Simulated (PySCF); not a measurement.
The free ion Mn6+ in its d1 configuration.

Method (PySCF 2.14, density fitting): CASSCF(1,5) with orbitals averaged over all microstates of the shell, strongly contracted NEVPT2 on the averaged canonical orbitals; basis x2c-TZVPall; spin-free X2C; gas phase; spin-orbit coupling by state interaction with the mean-field operator over all roots.

Which term lies lowest, and with what spin?

2D (S = 1/2, orbital degeneracy 5), by NEVPT2.

What are the magnetic parameters?

The lowest spin-orbit level is 4-fold with J = 3/2; the next lies at 1294.4 cm⁻¹. μeff is 1.62 μB at 300 K and 1.55 μB at 10 K; the free-ion value g_J√(J(J+1)) for the Hund's-rule level J = 3/2 is 1.55 μB.

The job took 0.77 s on one thread of Arm Neoverse V2 (shared host), with 48 basis functions, launched as `OMP_NUM_THREADS=1 python lf_run.py task.json out`.
